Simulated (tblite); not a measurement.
C₂H₁₀AsSi₂ (doublet state).
SMILES with atom numbers: `[CH3:1][CH2:2][SiH2:3][As:4][SiH3:5]` (hydrogens: H6, H7, H8 on C1; H9, H10 on C2; H11, H12 on Si3; H13, H14, H15 on Si5)

Computed with GFN2-xTB (tblite), gas phase: L-BFGS steps from a force-field or distance-geometry start until the largest atomic force falls under 0.01 eV/Å.

Step 7: E = -412.9569 eV
```
atom  x, y, z in Å  |  force x, y, z in eV/Å
C1     -1.6089    1.1227    0.6954   -0.008   0.079  -0.002
C2     -1.2514   -0.3112    0.3353   -0.062   0.041   0.106
Si3    -0.3835   -0.4169   -1.3632   -0.028   0.031  -0.007
As4     1.5041    0.9214   -1.4038   -0.037  -0.006   0.016
Si5     2.5716   -0.3616    0.1884    0.029   0.044  -0.033
H6     -2.1170    1.1868    1.6592    0.037  -0.042  -0.057
H7     -2.2624    1.5550   -0.0610   -0.020  -0.010   0.012
H8     -0.7083    1.7402    0.7487    0.021  -0.007   0.009
H9     -2.1585   -0.9144    0.3447   -0.023  -0.025  -0.064
H10    -0.6048   -0.7204    1.1132    0.037  -0.022  -0.030
H11    -0.0848   -1.8398   -1.6067   -0.057  -0.009  -0.025
H12    -1.3672    0.0197   -2.3683    0.002  -0.034  -0.023
H13     3.9536    0.0836    0.3805    0.042   0.002   0.010
H14     1.9103   -0.2745    1.4977    0.032  -0.016   0.052
H15     2.6027   -1.7825   -0.1820    0.035  -0.025   0.037
```

Step 8: E = -412.9583 eV
```
atom  x, y, z in Å  |  force x, y, z in eV/Å
C1     -1.6096    1.1249    0.6957    0.017   0.018  -0.009
C2     -1.2529   -0.3112    0.3366   -0.045   0.070   0.038
Si3    -0.3841   -0.4165   -1.3649   -0.034   0.036   0.030
As4     1.5039    0.9265   -1.4049   -0.049  -0.055   0.043
Si5     2.5729   -0.3599    0.1876    0.017   0.050  -0.043
H6     -2.1169    1.1872    1.6599    0.035  -0.028  -0.055
H7     -2.2644    1.5556   -0.0613    0.003  -0.009   0.030
H8     -0.7064    1.7402    0.7492   -0.016  -0.015   0.003
H9     -2.1598   -0.9152    0.3433   -0.015  -0.009  -0.054
H10    -0.6047   -0.7223    1.1120    0.028  -0.012  -0.021
H11    -0.0909   -1.8410   -1.6085   -0.046   0.003  -0.021
H12    -1.3685    0.0167   -2.3708    0.004  -0.026  -0.021
H13     3.9548    0.0821    0.3819    0.056   0.015   0.004
H14     1.9159   -0.2773    1.4987    0.017  -0.004   0.059
H15     2.6061   -1.7818   -0.1764    0.029  -0.032   0.018
```

**Question.** Estimate the geometry and energy of step 9. (The exact step hangs on the optimiser's Hessian estimate; all steps are aligned on step 8, rigid shifts and turns removed.)

**Answer.** E = -412.9594 eV, largest force 0.107 eV/Å
```
atom  x, y, z in Å  |  force x, y, z in eV/Å
C1     -1.6099    1.1271    0.6958    0.027  -0.034  -0.011
C2     -1.2548   -0.3101    0.3382   -0.014   0.051  -0.031
Si3    -0.3853   -0.4156   -1.3655   -0.039   0.022   0.049
As4     1.5028    0.9295   -1.4049   -0.054  -0.076   0.053
Si5     2.5743   -0.3577    0.1863    0.012   0.030  -0.022
H6     -2.1163    1.1869    1.6595    0.021  -0.009  -0.028
H7     -2.2661    1.5559   -0.0610    0.014  -0.001   0.032
H8     -0.7050    1.7401    0.7496   -0.032  -0.010  -0.004
H9     -2.1610   -0.9161    0.3412   -0.003   0.012  -0.037
H10    -0.6040   -0.7239    1.1106    0.007   0.004  -0.017
H11    -0.0965   -1.8419   -1.6103   -0.039   0.020  -0.014
H12    -1.3694    0.0139   -2.3732    0.003  -0.017  -0.018
H13     3.9568    0.0813    0.3831    0.056   0.023  -0.003
H14     1.9206   -0.2796    1.5004    0.016   0.005   0.043
H15     2.6093   -1.7818   -0.1717    0.025  -0.020   0.007
```

The energy changes by -0.0011 eV. The first-order estimate −F·Δx gives -0.0015 eV and the mean of the old and new forces, exact on a quadratic surface, -0.0011 eV. The step makes an angle of 58° with the force vector and moves no atom by more than 0.006 Å.

The cost below is that of the whole relaxation. The run took 0.34 s of wall time on one thread, Arm Neoverse V1 (aarch64), shared host with 32 logical CPUs at a one-minute load of 9.3.
